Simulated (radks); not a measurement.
Question: Valence configurations of As (all share [Ar]). All-electron calculation, scalar-relativistic Kohn-Sham, PBE, spin-unpolarised, spherical densities, point nucleus. Program: a radial shooting solver on a logarithmic mesh with Libxc functionals. Order these by energy: 3d10 4p5; 3d10 4s2 4p3; 3d10 4s1.5 4p3.5; 3d8 4s2 4p5; 3d9 4s1 4p5; 3d9 4s2 4p4; 3d9.5 4s2 4p3.5; 3d10 4s1 4p4.

Answer: From the lowest, in eV above it: 3d10 4s2 4p3 0.000; 3d10 4s1.5 4p3.5 4.679; 3d10 4s1 4p4 9.417; 3d9.5 4s2 4p3.5 18.873; 3d10 4p5 19.056; 3d9 4s2 4p4 40.098; 3d9 4s1 4p5 50.484; 3d8 4s2 4p5 89.878. NIST lists [Ar] 3d10 4s2 4p3 as the ground configuration; this level of theory agrees among the configurations tried. The energies are those of spherical spin-averaged densities, not of single terms.
